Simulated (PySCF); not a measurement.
**Working out the excitation energy of P**

P [Ne] 3s2 3p3 (4S) → P [Ne] 3s1 3p3 4s1 (6S). Calculation: PySCF 2.14, in aug-cc-pV(D+d)Z; no relativity, point nucleus. Frozen: [Ne]. Energies in hartree (1 hartree = 27.21139 eV):

| part | P (lower) | P (upper) |
| --- | --- | --- |
| UHF | -340.709958 | -340.312955 |
| MP2 opposite-spin | -0.048870 | 0.000000 |
| MP2 same-spin | -0.019232 | -0.025941 |

What does Hartree-Fock give?

(-340.312955) − (-340.709958) = 0.397003 hartree = 10.803 eV.

What do MP2 and SCS-MP2 (6/5 opposite-spin, 1/3 same-spin) give?

The opposite-spin parts differ by 1.330 eV and the same-spin parts by -0.183 eV. MP2: 10.803 + (1.330) + (-0.183) = 11.950 eV. SCS-MP2: 10.803 + 1.2 × (1.330) + (-0.183)/3 = 12.338 eV.

The upper state lies above the first ionisation limit, but in LS coupling its spin forbids autoionisation to the ground ion. A Rydberg-like electron needs more diffuse functions than a valence basis has.
